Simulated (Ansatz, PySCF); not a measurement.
Pulling on the C2–H3 bond in CH4MgO (SMILES [CH3][Mg][OH]) (multiplicity 1 held, fragments rigid). Energies count from the point at 1.093 Å.
Geometry at that point (charge 0, multiplicity 1):
| atom | x (Å) | y (Å) | z (Å) |
|---|---|---|---|
| Mg | 0.0124 | -0.0817 | 0.0586 |
| C | -0.2428 | 1.5945 | -1.1443 |
| H | -1.0267 | 2.2490 | -0.7549 |
| H | -0.5240 | 1.3151 | -2.1628 |
| H | 0.6757 | 2.1836 | -1.2072 |
| O | 0.2295 | -1.5076 | 1.0820 |
| H | 0.3461 | -2.2730 | 1.6312 |

R- and RO- levels are restricted; in cc, def2 and unpolarised 6-31G sets they are followed outwards from rest. Unrestricted levels (U-) break spin symmetry where that is lower. Active spaces are followed from a long bond inwards. Curves can end on different states.

Correlated levels freeze the cores. Rows in 6-31G* carry no dispersion term and start afresh at each structure (6-31G* with six Cartesian d functions). MP2/6-31G* freezes PySCF's default core, which is smaller on s-block atoms.

Run with Ansatz (a program for electronic structure); PySCF for 6-31G* rows. 

Energies in eV.

```
R (Å)  U-HF/def2-TZVPP  R-B3LYP/def2-TZVPP  R-MP2/6-31G*  FIC-NEVPT4(SD) on CASSCF(2,2)/def2-TZVPP  FIC-MRCISD+Q on CASSCF(2,2)/def2-TZVPP
-----  ---------------  ------------------  ------------  ----------------------------------------  --------------------------------------
0.874             1.21                1.21          1.32                                      1.24                                    1.24
0.984             0.22                0.24          0.26                                      0.25                                    0.24
1.093             0.00                0.00          0.00                                      0.00                                    0.00
1.202             0.19                0.16          0.16                                      0.15                                    0.16
1.312             0.59                0.52          0.55                                      0.52                                    0.52
1.475             1.36                1.23          1.30                                      1.21                                    1.22
1.639             2.17                1.97          2.09                                      1.93                                    1.94
1.913             3.10                3.09          3.29                                      2.97                                    2.98
2.186             3.46                4.00          4.29                                      3.73                                    3.74
2.514             3.62                4.84          5.20                                      4.29                                    4.30
2.951             3.69                5.61          5.99                                      4.64                                    4.65
3.497             3.71                6.20          6.42                                      4.77                                    4.78
```

Doubts at one or more of the structures used: a spin-contaminated determinant (U-HF/def2-TZVPP); a restricted determinant that unrestricted orbitals would lower (R-B3LYP/def2-TZVPP, R-MP2/6-31G*).
